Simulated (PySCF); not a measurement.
**C8H7O: g tensor and hyperfine couplings**

C₈H₇O (doublet state).
Cartesian coordinates in Å at the GFN2-xTB level; atoms count from 1:
```xyz
16
C8H7O angstrom
C      2.6415   -0.6670    0.1848
C      1.6324    0.3237    0.2777
O      1.9138    1.5164    0.4721
C      0.2461   -0.1294    0.0930
C     -0.2466   -1.4027    0.1192
C     -1.6709   -1.3743   -0.0788
C     -2.0701   -0.0915   -0.2313
C     -0.8995    0.7693   -0.1292
C     -0.8744    2.1023   -0.2239
H      2.4283   -1.6930   -0.0460
H      3.6700   -0.3637    0.2765
H      0.3053   -2.3101    0.2850
H     -2.2927   -2.2515   -0.0962
H     -3.0668    0.2700   -0.4020
H      0.0537    2.6410   -0.1295
H     -1.7777    2.6695   -0.3829
```

The hyperfine couplings belong to this conformer and change with its torsions.

As a line formula: `[CH2]C(=O)C1=CC=CC1=C` [radical].

Computed, not measured: UKS B3LYP, pcH-1 on C H O, non-relativistic, mean-field spin-orbit, GIAO in PySCF 2.14.0. Isolated species at its GFN2-xTB geometry (one conformer only). The geometry wasn't refined by DFT: couplings that depend on bond lengths, twists or pyramidal angles can differ widely from those at the functional's own minimum. The frame is twisted about the C2–C4 bond at this geometry (dihedral O3–C2–C4–C8 = 12°); couplings at other torsion angles weren't computed. Stability of the SCF solution: not tested.

```json
{"g1, g2, g3": "2.00212, 2.00386, 2.00748", "g_iso": "2.00449", "Form of g": "rhombic: the two nearest values differ by 32 % of g3 − g1", "⟨S²⟩": "0.7618 (exact 0.7500)", "α and β electrons": "32, 31"}
```

Isotropic coupling and dipolar principal values T1 to T3, in mT; ρ(0) is the spin density at the nucleus (MHz turned into mT with g_iso):

```tsv
atom	isotope	a_iso	T1	T2	T3	Mulliken spin population	ρ(0) (bohr⁻³)
C1	13C	2.46	-2.41	-2.38	4.79	0.89	0.0613
C2	13C	-1.37	-0.49	0.14	0.34	-0.12	-0.0343
O3	17O	-0.60	-2.77	1.36	1.41	0.25	0.0276
C4	13C	-0.03	-0.07	-0.01	0.08	0.01	-0.0007
C5	13C	0.09	-0.11	-0.06	0.18	0.03	0.0022
C6	13C	-0.08	-0.06	0.02	0.04	-0.01	-0.0020
C7	13C	0.10	-0.11	-0.09	0.20	0.04	0.0024
C8	13C	-0.07	-0.01	-0.01	0.02	0.00	-0.0017
C9	13C	-0.03	-0.05	0.01	0.04	-0.01	-0.0006
H10	1H	-1.89	-1.16	-0.06	1.21	-0.04	-0.0119
H11	1H	-1.90	-1.10	-0.07	1.17	-0.04	-0.0119
H12	1H	-0.06	-0.09	-0.03	0.12	0.00	-0.0004
H13	1H	0.02	-0.03	-0.01	0.03	0.00	0.0001
H14	1H	-0.09	-0.06	-0.01	0.08	0.00	-0.0006
H15	1H	0.02	-0.07	-0.07	0.14	0.00	0.0001
H16	1H	0.01	-0.02	0.00	0.03	0.00	0.0001
```

The Mulliken spin populations are largest on C1 (+0.89), O3 (+0.25) and C2 (-0.12). The positive populations add up to 1.22 and the negative ones to -0.22, together 2S = 1. The angles at C1 add up to 359.8°, so it is planar; its axial dipolar tensor and the negative couplings of its protons fit spin in a p orbital normal to that plane.

Axes: g3 points within 8° of the C1–H10 bond.

Under fast tumbling the dipolar parts average out, and these isotropic splittings remain: 1 × 1H (H11, I = 1/2, 2 lines) with 1.90 mT, 1 × 1H (H10, I = 1/2, 2 lines) with 1.89 mT, 1 × 1H (H14, I = 1/2, 2 lines) with 0.09 mT and 1 × 1H (H12, I = 1/2, 2 lines) with 0.06 mT.

H10 and H11 aren't averaged: C1 is flat or nearly so (angle sum 360°), and its turn about the short C1–C2 bond (1.42 Å) is taken as slow.

The 17O coupling of O3 (-16.7 MHz) shows only in satellite lines or after enrichment, since that isotope makes up about 0.038 % of natural oxygen.

The 13C coupling of C1 (69.0 MHz) shows only in satellite lines or after enrichment, since that isotope makes up about 1.07 % of natural carbon.

β density exceeds α density at some nuclei, such as C2 (-0.0343), H11 (-0.0119) and H10 (-0.0119), spin density in bohr⁻³. In a single determinant that takes different orbitals for the two spins, that is spin polarisation.
